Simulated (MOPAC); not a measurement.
MOPAC input (PM6):

```
PM6 1SCF CHARGE=1 GEO-OK AUX(PRECISION=9) THREADS=1
CH2F

C    -0.59117901 1    0.04682750 1    0.01488081 1
F     0.63603258 1   -0.05038036 1   -0.01600984 1
H    -1.16567067 1   -0.88634511 1    0.02648339 1
H    -1.01154853 1    1.05880341 1    0.02832029 1
```

What heat of formation does the run end on, and which ionisation energy by Koopmans theorem?

202.17 kcal/mol; 21.94 eV.
